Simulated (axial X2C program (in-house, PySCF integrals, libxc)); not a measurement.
**Levels of GaS by electron attachment to GaS⁺ (EOM-EA-CCSD)**

Calculated with an in-house all-electron X2C program for linear molecules (integrals from PySCF): two-component X2C with atomic mean-field Coulomb and Gaunt terms, Gaussian nuclei, basis Ga dyall-acv3z, S dyall-av3z with contracted cores.

R = 2.167 Å (1.045 times 2.074 Å, the PBE0 minimum at charge 0 for the lowest determinant).

Levels of GaS obtained by attaching an electron to GaS⁺:

```tsv
Ω	binding energy (eV)	above lowest (cm⁻¹)	attached spinor	one-particle weight
1/2	9.530	0	41% S pσ, 37% Ga pσ, 16% Ga sσ	0.95
1/2	5.679	31055	70% Ga pπ, 11% S dπ, 9% Ga dπ	0.92
3/2	5.606	31644	70% Ga pπ, 11% S dπ, 9% Ga dπ	0.93
```

Question: Take the first Ω = 1/2 and Ω = 3/2 rows of π character: how far apart are they, and which lies lower?

Answer: E(3/2) − E(1/2) = 31644 − 31055 = 589 cm⁻¹ at EOM-EA-CCSD: regular, Ω = 1/2 lower. Splittings at this level can be off by ten to twenty per cent.

This point took 28 s on 1 thread of Arm Neoverse V2 (shared host).

Reference electrons by ω block (each with its −ω partner): 1/2: 16, 3/2: 6, 5/2: 1. 18 electrons of GaS⁺ correlated (inner shells frozen), 84 natural virtual spinors (a truncated set); levels can be off by some tenths of an eV. Roots sought by Ω: (1/2: 5, 3/2: 4, 5/2: 2, 7/2: 1); rows need 60 % one-particle weight and stop where some Ω has no more roots. Missing are any skipped roots, higher Ω and states of a further excitation; these come out far too high here and may in truth be low or lowest. T1 of the reference 0.027 (Lee–Taylor). The reference was not checked to be the lowest state of its species. Number of frozen shells: Ga 3 s, 2 p; S 2 s, 1 p. Large amplitudes in the reference (orbital relaxation or multireference character) lower the reliability.
